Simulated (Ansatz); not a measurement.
Basis-set series for `CO[As]([SiH3])OC`. Total charge 0; spin multiplicity 1. The structure was optimised at the PBE0-D4/def2-TZVP level. It is one conformer, not always the lowest.

| functional | basis | functions | energy (Eh) | HOMO (eV) | LUMO (eV) |
| --- | --- | --- | --- | --- | --- |
| PBE0-D4 | def2-TZVPP | 340 | -2756.89727 | -6.82 | -0.43 |
| PBE0-D4 | def2-QZVPP | 657 | -2756.96938 | -6.86 | -0.54 |
| ωB97M-V | def2-TZVPP | 340 | -2757.29691 | -8.92 | 1.40 |
| ωB97M-V | def2-QZVPP | 657 | -2757.36659 | -8.96 | 1.14 |

Give the rows for def2-SVP. (Best estimate.)

Ansatz gave: 
| functional | basis | functions | energy (Eh) | HOMO (eV) | LUMO (eV) |
| --- | --- | --- | --- | --- | --- |
| PBE0-D4 | def2-SVP | 151 | -2756.24192 | -6.72 | -0.16 |
| ωB97M-V | def2-SVP | 151 | -2756.63091 | -8.81 | 1.78 |

Positive LUMOs are unbound and depend on the basis. Scalar relativity is left out up to krypton.
